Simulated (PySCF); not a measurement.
**Unknowns**

Non-relativistic, averaged over atoms made equivalent by symmetry, fast rotation or ring inversion, no solvent model, single conformer. Geometry from GFN2-xTB; shielding tensors at PBE0/pcSseg-1 (GIAO); PySCF 2.14.0 with density-fitted response routines.

Scale: 1H (σ = 31.72 ppm) and 13C (σ = 186.93 ppm) against TMS (reference shieldings calculated alike). Splittings of carbon signals by F and P are missing where no couplings were computed. Where no couplings were computed, multiplicities follow the n + 1 count of equivalent neighbours, and m marks all less simple cases (inequivalent or close neighbours, rings, F or P nearby). Shifts are as computed. Against solution values, carbons near 30 ppm lie about +3 ppm off and those near 130 ppm about +5 ppm; carbons on Cl a further +6 ppm. Of 1211 compounds with measured shifts, 218 miss one by over three times the rms of a fit or turn the order of signals round; such compounds aren't used in these exercises. Carbons bonded to Cl come out too deshielded.

(1) C8H11FNP. 1H NMR (400 MHz, computed): δ 6.85 (m, 1H), 6.46 (m, 1H), 6.34 (m, 1H), 6.18 (m, 1H), 5.52 (m, 1H), 3.20 (m, 3H), 1.88 (m, 3H). 13C{1H} NMR (computed): δ 184.0, 146.3, 143.8, 137.7, 126.4, 121.9, 32.9, 21.4. Identify the compound.

(2) C7H4FN. 1H NMR (300 MHz, computed): δ 7.76 (m, 1H), 7.73 (m, 1H), 7.67 (m, 1H), 7.58 (m, 1H). 13C{1H} NMR (computed): δ 172.7 (C), 136.6 (CH), 135.2 (CH), 126.9 (CH), 125.9 (CH), 123.4 (C), 119.7 (C). Give a structure.

(3) C7H10ClFO. 1H NMR (500 MHz, computed): δ 7.97 (m, 1H), 1.35 (s, 9H). 13C{1H} NMR (computed): δ 176.6 (C), 173.4 (CH), 140.7 (C), 39.7 (C), 30.7 (CH3). Identify the compound.

## Answers

(1) SMILES C=C(C)[P@]1(=NC)C=CC=C1F. 8 carbon signals for 8 carbons: no two carbons are equivalent. Carbon types of the structure: 2 × C, 3 × CH, 1 × CH2, 2 × CH3, which accounts for all hydrogens. δC 184.0, 143.8: fully substituted alkene carbon. δC 146.3, 126.4, 121.9: alkene CH; as expected for a trigonal carbon in a double bond. δC 137.7: terminal =CH2 carbon; an sp2 carbon of a C=C bond. δH 6.46, 6.34: hydrogen on a terminal =CH2 carbon; a vinylic proton, deshielded by the sp2 carbon and the C=C anisotropy.

The shifts were computed for this structure.

(2) `c1ccc(C#N)cc1F`. Rings plus π bonds: 6 (1 ring in the answer). 7 carbon signals for 7 carbons: no two carbons are equivalent. Carbon types of the structure: 3 × C, 4 × CH, which accounts for all hydrogens. δC 172.7: aromatic carbon bearing fluorine; the electronegative substituent deshields the carbon that carries it. δC 136.6, 135.2, 126.9, 125.9: aromatic CH. δC 123.4: nitrile carbon; C≡N carbons fall here, among the sp2 signals but without a proton. δC 119.7: substituted aromatic carbon.

The data come from this structure; uniqueness wasn't tested.

(3) SMILES CC(C)(C)/C(=C\F)C(=O)Cl. Rings plus π bonds: 2 (no ring in the answer). 5 carbon signals for 7 carbons: some carbons are equivalent by symmetry or fast rotation. Carbon types of the structure: 3 × C, 1 × CH, 3 × CH3, which accounts for all hydrogens. δC 176.6: carbonyl carbon. δC 173.4: β carbon of a C=C–C=O unit; conjugation with the carbonyl draws π density from the β position. δC 140.7: α carbon of a C=C–C=O unit; the olefinic region. δH 7.97: hydrogen on a β carbon of a C=C–C=O unit; olefinic region.

The shifts were computed for this structure.
